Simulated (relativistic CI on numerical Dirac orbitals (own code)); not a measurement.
Radial parameters of Hf15+

Method of calculation: Dirac-Coulomb-Breit CI, separate exchange-only KLI orbitals for each configuration, model QED (radiative potential, 1s self-energy scaled to tabulated hydrogen-like ionisation energies), unscaled Slater integrals (own radial code, finite nucleus).

Slater integrals F^k, G^k are unscaled and averaged over j, outside the closed core [Ar] 3d10 4p6; ζ comes from projecting the Hamiltonian with its Breit term on Σ l·s of the shell.

- 4s2 4d10 4f11: F^2(4f,4f) = 178300, F^4(4f,4f) = 113990, F^6(4f,4f) = 82637, ζ(4f) = 4362.1 cm⁻¹; <r>(4f) = 0.5621, <r^2>(4f) = 0.3746 (bohr units).
- 4s2 4d10 4f10 5s: F^2(4f,4f) = 181180, F^4(4f,4f) = 115950, F^6(4f,4f) = 84104, ζ(4f) = 4519.1, G^3(4f,5s) = 34417 cm⁻¹; <r>(4f) = 0.5547, <r^2>(4f) = 0.3645, <r>(5s) = 0.963, <r^2>(5s) = 1.032 (bohr units).
- 4s2 4d10 4f10 5p: F^2(4f,4f) = 181460, F^4(4f,4f) = 116150, F^6(4f,4f) = 84254, ζ(4f) = 4555.2, F^2(4f,5p) = 78661, G^2(4f,5p) = 29514, G^4(4f,5p) = 25880, ζ(5p) = 75446 cm⁻¹; <r>(4f) = 0.5541, <r^2>(4f) = 0.3635, <r>(5p) = 1.042, <r^2>(5p) = 1.212 (bohr units).

Averages of the first 9 configurations, taken without configuration mixing, which lowers the lowest level and can move excited configurations by several eV; other configurations of the list can lie among them:

```tsv
Configuration	Parity	States	Average energy above the lowest level (eV)
4s2 4d10 4f11	odd	364	20.0
4s2 4d10 4f10 5s	even	2002	12.5
4s2 4d10 4f10 5p	odd	6006	55.3
4s2 4d10 4f10 5d	even	10010	113.7
4s2 4d9 4f12	even	910	227.6
4s2 4d10 4f10 6s	even	2002	162.6
4s2 4d10 4f10 6p	odd	6006	181.5
4d10 4f13	odd	14	1088.0
4d9 4f14	even	10	1295.9
```
